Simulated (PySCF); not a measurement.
C2H7O2PSi.
SMILES with atom numbers: `[PH2:1][SiH:2]1[O:3][CH2:4][CH2:5][O:6]1` (hydrogens: H7, H8 on P1; H9 on Si2; H10, H11 on C4; H12, H13 on C5)

Level of theory: PySCF 2.14.0, PBE0-D3(BJ)/def2-SVP geometry optimisation, gas phase.

**Question.** What internal coordinates does the optimisation give?

**Answer.** 
```tsv
bond	length (pm)	order
P1–Si2	225.0	single
Si2–O3, Si2–O6	167.6	single
O3–C4, C5–O6	141.7	single
C4–C5	153.4	single
P1–H7, P1–H8	143.0	single
Si2–H9	148.9	single
C4–H10, C5–H13	110.3	single
C4–H11, C5–H12	110.4	single
```

Bonds in one row agree within 1 pm and their mean is given. Orders are formal, as drawn. A selection of angles:
```tsv
angle	degrees
Si2–P1–H7	91.7
Si2–P1–H8	93.0
H7–P1–H8	93.2
P1–Si2–O3	112.7
P1–Si2–O6	108.5
P1–Si2–H9	113.9
O3–Si2–O6	96.9
O3–Si2–H9	109.7
O6–Si2–H9	114.0
Si2–O3–C4	108.4
O3–C4–C5	107.1
O3–C4–H10	109.4
O3–C4–H11	109.9
C5–C4–H10	111.8
C5–C4–H11	110.5
H10–C4–H11	108.1
Si2–O6–C5	109.3
```

Torsions: P1–Si2–O3–C4 -98° (anticlinal); Si2–O3–C4–C5 -30°; O3–C4–C5–O6 35° (synclinal); C4–C5–O6–Si2 -24° (synperiplanar); P1–Si2–O6–C5 123° (anticlinal). The mirror-image conformer, all signs reversed, is as good.

P1 (three-coordinate phosphorus) is pyramidal (angles 93.2°, 93.0° and 91.7°, sum 277.9°, 0.88 Å off the plane of its three neighbours). The 5-membered ring Si2–O3–C4–C5–O6 has internal angles of 96.9° to 109.3° (sum 529°, against 540° for a flat polygon); it is puckered, 0.14 Å rms from its mean plane, widest ring torsion 35°. Si2 (oxygen-bound silicon) has angles from 96.9° to 114.0°. O3 (silyl ether oxygen) is bent (angle 108.4°).

Point group: C1 (no symmetry element, even within 0.4 Å). PBE0-D3(BJ)/def2-SVP frequencies: not computed here. The numbers are those of one conformer (H–P1–Si2–O3 177° and -89°, P1–Si2–O3–C4 -98°, Si2–O3–C4–C5 -30°, O3–C4–C5–O6 35°, C4–C5–O6–Si2 -24°).
